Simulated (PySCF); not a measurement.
Isomers of CH6Si3. All species are isolated molecules in the gas phase. One relaxed conformer stands for each flexible species; it need not be the lowest. Strings in code marks are SMILES.

Quantity: vertical ionisation energy (energy after one electron is removed minus that of the parent at the parent's geometry), in eV.

Case: `C1=[SiH][SiH2][SiH2]1`. Geometry of `C1=[SiH][SiH2][SiH2]1` (neutral, multiplicity 1, Å):

```xyz
10

C      0.8009    -1.0449     0.6968
Si     1.4600     0.4813     0.2409
Si    -0.4933     1.2735    -0.7007
Si    -0.9481    -0.8980     0.0959
H      1.2529    -1.8922     1.2010
H      2.8570     0.9548     0.4658
H     -0.4674     1.5179    -2.1675
H     -1.1245     2.4401    -0.0280
H     -1.9944    -0.9595     1.1574
H     -1.3431    -1.8732    -0.9616
```

Question: What is the computed vertical ionisation energy (energy after one electron is removed minus that of the parent at the parent's geometry) (minus the HOMO energy of ωB97X-D3(BJ)/def2-TZVP // PBE0-D3(BJ)/def2-TZVP (PySCF))?

Answer: 9.07 eV.
